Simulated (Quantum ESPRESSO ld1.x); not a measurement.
Values are calculated unless marked as measured or tabulated.
Q: Radial electron density D(r) = 4 pi r^2 rho(r) of an atom or ion with 17 electrons. Code: ld1.x of Quantum ESPRESSO 7.5. Model: Dirac Kohn-Sham, revPBE, spin-unpolarised, spherical densities, point nucleus.

r (bohr),D(r) (e/bohr)
0.006565,3.946
0.008279,5.739
0.01036,8.075
0.01306,11.20
0.01634,14.89
0.02061,19.19
0.02599,23.49
0.03252,26.90
0.04101,28.75
0.0513,28.34
0.0647,25.92
0.08159,23.05
0.1021,22.13
0.1287,24.59
0.161,29.00
0.2031,31.53
0.2561,28.07
0.3204,19.71
0.4041,11.46
0.5056,8.681
0.6376,9.996
0.8041,10.13
1.006,6.961
1.269,2.916
1.587,0.7494
2.002,0.09791
2.524,0.005725

What is the nuclear charge?

A: Z = 24. The innermost maximum, from 1s, lies near gamma/Z bohr with gamma = sqrt(1 - (Z/c)^2) = 0.985, here 0.041 bohr (found: 0.0441), and its height grows with Z. The density is that of the chromium ion Cr7+ in [Ne] 3s2 3p5; the configuration itself is not fixed sharply by these data, and Z only to about a unit. D(r) has 3 maxima, at r = 0.0441, 0.203, 0.725 bohr, and minima at 0.0981, 0.506 bohr, inside which lie 2.13, 10.38 electrons.
